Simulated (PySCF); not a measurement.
**Bonding in `CCc1[nH]ccp1`**

Compound: C₅H₈NP.
Numbering: `[CH3:1][CH2:2][c:3]1[nH:4][cH:5][cH:6][p:7]1` (hydrogens: H8, H9, H10 on C1; H11, H12 on C2; H13 on N4; H14 on C5; H15 on C6)

Geometry (GFN2-xTB, Å), atoms numbered from 1 in this order:
```
atom  x, y, z in Å
C1    -2.1630    0.2967    0.2659
C2    -1.2476   -0.5307   -0.6405
C3     0.1797   -0.1169   -0.4951
N4     0.8862   -0.5257    0.5886
C5     2.1556   -0.0544    0.6375
C6     2.4568    0.7449   -0.4215
P7     1.0982    0.9151   -1.5289
H8    -3.1994   -0.0057    0.1360
H9    -2.0733    1.3518    0.0180
H10   -1.8946    0.1672    1.3127
H11   -1.5503   -0.3907   -1.6792
H12   -1.3547   -1.5923   -0.3944
H13    0.4944   -1.1363    1.2906
H14    2.7962   -0.3309    1.4562
H15    3.4115    1.2160   -0.5677
```

Bond orders from the PBE0/pcSseg-1 density (PySCF). Geometry: GFN2-xTB, one conformer, isolated molecule.

Q: How far do the computed orders between heavy atoms stray from the drawn ones?

A: The largest departure is 0.355, at N4–C5 (drawn aromatic, 1.145), counting aromatic bonds as 1.5. The bonds drawn aromatic range from 1.15 to 1.55.

Q: Set the Mayer orders of the bonds beside their lengths.

A: 
```tsv
bond	drawn as	length (Å)	Mayer order
C1–C2	single	1.531	1.036
C2–C3	single	1.493	1.028
C3–N4	aromatic	1.357	1.168
N4–C5	aromatic	1.355	1.145
C5–C6	aromatic	1.361	1.548
C6–P7	aromatic	1.761	1.207
P7–C3	aromatic	1.726	1.426
C1–H8	single	1.087	0.967
C1–H9	single	1.087	0.966
C1–H10	single	1.088	0.968
C2–H11	single	1.091	0.944
C2–H12	single	1.095	0.943
N4–H13	single	1.010	0.926
C5–H14	single	1.076	0.964
C6–H15	single	1.075	0.963
```

Bonds between the same two heavy elements. C–C: lowest C2–C3 (1.028, 1.493 Å), highest C5–C6 (1.548, 1.361 Å). C–N: lowest N4–C5 (1.145, 1.355 Å), highest C3–N4 (1.168, 1.357 Å). C–P: lowest C6–P7 (1.207, 1.761 Å), highest P7–C3 (1.426, 1.726 Å).

Q: Sum the orders of all bonds at each heavy atom with more than one neighbour and set the sums beside the valence in the SMILES.

A: C1 3.937 (drawn 4), C2 3.951 (drawn 4), C3 3.622 (drawn 4), N4 3.239 (drawn 3), C5 3.657 (drawn 4), C6 3.718 (drawn 4), P7 2.633 (drawn 3). Orders between atoms that aren't bonded are not in these sums.

For a closed shell the Mayer order of atoms A and B is Σ (PS)μν (PS)νμ over the basis functions μ on A and ν on B, with P the density and S the overlap matrix.

The run behind these numbers computed NMR shieldings as well. On an Arm Neoverse V2 with one thread, shared host, this took 17 s of wall time.
